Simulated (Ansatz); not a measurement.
Geometry optimisation, UKS PBE/6-31G* (Ansatz 0.2.0).

The input (input.yaml):

```yaml
crystal:
  periodic: [false, false, false]
  atoms:
    - { symbol: Si, position_ang: [0.036022, -0.006838, -0.183212] }
    - { symbol: H, position_ang: [0.083665, -0.039559, 1.285073] }
    - { symbol: Cl, position_ang: [1.938432, 0.015105, -0.963643] }
    - { symbol: F, position_ang: [-0.739752, 1.301621, -0.708833] }
    - { symbol: F, position_ang: [-0.7366, -1.293168, -0.762874] }
    - { symbol: "N", position_ang: [0.23357, -0.162798, 3.537127] }
    - { symbol: H, position_ang: [-0.599609, -0.581812, 4.003074] }
    - { symbol: H, position_ang: [0.295073, 0.76745, 4.004989] }
magnetization:
  spin_polarized: true
  initial_magnetization: 1
basis:
  gaussian: { orbitals: "6-31G*" }
hamiltonian:
  xc: pbe
relax:
  f_tol: 0.03
  max_steps: 50
output:
  orbitals: {}
```

Run as:

```bash
$ ansatz run input.yaml --threads 4 --pin off --max-ram 5120MiB --backend cpu --events-out ev --progress --plain --runs-dir out
```

Where does it end, and by what steps?

It converged. The force dipped under the threshold on the way, but the program's further checks kept it going. After 9 steps the energy has fallen by 0.010 eV; H7 moved furthest, 0.33 Å.

```tsv
step	energy less start (eV)	largest force component (eV/Å)	accepted
0	0.0000	0.322	yes
1	-0.0033	0.149	yes
2	-0.0040	0.091	yes
3	-0.0047	0.268	yes
4	-0.0052	0.132	yes
5	-0.0097	0.024	yes
6	-0.0082	0.346	no
7	-0.0100	0.029	yes
8	-0.0102	0.058	yes
9	-0.0103	0.024	yes
```

```xyz
8
Properties=species:S:1:pos:R:3
Si 0.048 -0.025 -0.310
H 0.080 -0.107 1.167
Cl 1.954 0.024 -1.083
F -0.724 1.301 -0.797
F -0.718 -1.288 -0.947
N -0.025 0.000 3.624
H -0.492 -0.631 4.311
H 0.388 0.728 4.246
```

Whether the end is a true minimum wasn't checked by a vibrational analysis.

Time of the run: 16 s on 4 threads of Arm Neoverse V1, with other jobs on the host, peak memory 0.18 GiB.
